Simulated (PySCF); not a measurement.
## Assignment exercise: C4H8FNSi2

Cartesian coordinates in Å; atom numbers follow the order of the lines, from 1:
```xyz
16

C    -1.018   -1.459    0.950
C    -0.416   -0.058    0.880
Si   -1.160    1.174   -0.414
C     0.668    1.505   -0.987
F     1.124    2.774   -0.623
Si    1.366    0.112    0.164
C     1.776   -1.378   -0.883
N     2.003   -2.300   -1.523
H    -0.473   -2.085    1.655
H    -2.058   -1.414    1.271
H    -0.984   -1.945   -0.023
H    -0.461    0.372    1.885
H    -1.949    0.525   -1.459
H    -1.819    2.355    0.134
H     0.881    1.423   -2.055
H     2.513    0.407    1.015
```

[PySCF 2.14: GIAO PBE0/pcSseg-1 shieldings; geometry from GFN2-xTB; one computed conformer; in vacuum; rapidly exchanging positions averaged; relativity neglected]

Referencing at the same level of theory: ¹³C (σref 186.93) and ¹H (σref 31.72) vs TMS.

Task: Assign these signals to the numbered atoms. ¹³C{¹H} NMR (computed): δ 123.1, 92.3, 15.6, 14.1.

Result: 
123.1 → C7, nitrile carbon: this is the usual window of a C≡N carbon, which has no attached hydrogen
92.3 → C4, sp3 CH bonded to F and 2 Si: deshielded by the electronegative neighbour
15.6 → C1, methyl carbon: aliphatic region, no heteroatom directly attached
14.1 → C2, sp3 CH bonded to 2 Si

C1 and C2 lie closer than the usual error of such a calculation, so a measured spectrum could show them in the other order.

Task: Assign these signals to the numbered atoms. ¹H NMR (600 MHz, computed): δ 5.95 (m, 1H), 5.26 (m, 1H), 4.99 (m, 1H), 4.75 (m, 1H), 1.92 (m, 1H), 1.49 (d, 3H).

Result: 
| δ (ppm) | atoms | environment | reason |
| --- | --- | --- | --- |
| 5.95 | H15 | hydrogen on an sp3 CH bonded to F and 2 Si | its carbon carries F, which withdraws density |
| 5.26 | H16 | hydrogen on a silicon bonded to 3 C, in a 4-membered ring | – |
| 4.99 | H14 | hydrogen on a silicon bonded to 2 C, in a 4-membered ring | – |
| 4.75 | H13 | hydrogen on a silicon bonded to 2 C, in a 4-membered ring | – |
| 1.92 | H12 | hydrogen on an sp3 CH bonded to 2 Si | – |
| 1.49 | H9/H10/H11 | hydrogen on a methyl carbon | – |

Splittings by ¹⁹F in the carbon and heteronuclear signals aren't shown, as no couplings were computed. Shifts are as computed. Against solution values, carbons near 30 ppm lie about +3 ppm off and those near 130 ppm about +5 ppm. Of 1211 compounds with measured shifts, 218 miss one by over three times the rms of a fit or turn the order of signals round; such compounds aren't used in these exercises. No couplings were computed; multiplicities are counted from neighbouring protons, with m where these are inequivalent, close in shift, in a saturated or five-membered ring or joined by F or P, and br s for small geminal =CH2 splittings.
